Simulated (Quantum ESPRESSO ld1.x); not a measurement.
The numbers below are computed, except where a source is named.
Problem. The mean radii <r> (bohr) of the occupied orbitals of an atom or ion are listed with their occupations. Code: ld1.x of Quantum ESPRESSO 7.5. Model: scalar-relativistic Kohn-Sham, relativistic LDA (MacDonald-Vosko exchange, VWN5 correlation), spin-unpolarised, spherical densities, point nucleus.

orbital  occ.      <r>
1s          2  0.01775
2s          2  0.07235
2p          1  0.06417

Name the element and its charge.

Solution. Z = 76, osmium, charge +71: Os71+ in [He] 2s2 2p1. The 1s radius gives Z: for a bare nucleus <r> = (2 gamma + 1)/(2Z) with gamma = sqrt(1 - (Z/c)^2), 0.01753 bohr for Z = 76, and screening makes it slightly larger (0.01775 here). The occupations add up to 5, and the charge is Z minus that.
